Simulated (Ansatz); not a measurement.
Mulliken charges of `[AlH2][CH2]C(Cl)Cl` from PBE/def2-TZVPP in Ansatz (PBE0-D4/def2-TZVP geometry).

| atom | x (Å) | y (Å) | z (Å) | charge (e) |
| --- | --- | --- | --- | --- |
| Al1 | -0.055 | 0.742 | 1.386 | 0.330 |
| C2 | 0.365 | -0.777 | 0.153 | -0.301 |
| C3 | 0.005 | -0.138 | -1.142 | 0.046 |
| Cl4 | -0.529 | -1.197 | -2.454 | -0.091 |
| Cl5 | -1.361 | 1.063 | -0.762 | -0.057 |
| H6 | 0.927 | 1.989 | 1.359 | -0.140 |
| H7 | -1.120 | 0.531 | 2.541 | -0.134 |
| H8 | 1.386 | -1.161 | 0.109 | 0.086 |
| H9 | -0.315 | -1.607 | 0.363 | 0.094 |
| H10 | 0.782 | 0.503 | -1.551 | 0.166 |

Question: By hand: the dipole of these point charges (1 e Å = 4.8032 D).

Answer: Σ q r = (0.238, 0.004, -0.119) e Å, of length 0.266 e Å = 1.28 D.

Question: How does the dipole of the full density compare? (An estimate is asked.)

Answer: Computed: (0.181, -0.113, -0.135) e Å, 1.21 D; the point charges give 1.06 times that, at 29° from its direction.

Point charges leave out the atoms' own dipoles, such as those of lone pairs, and Mulliken's split depends on the basis, so the two needn't agree.
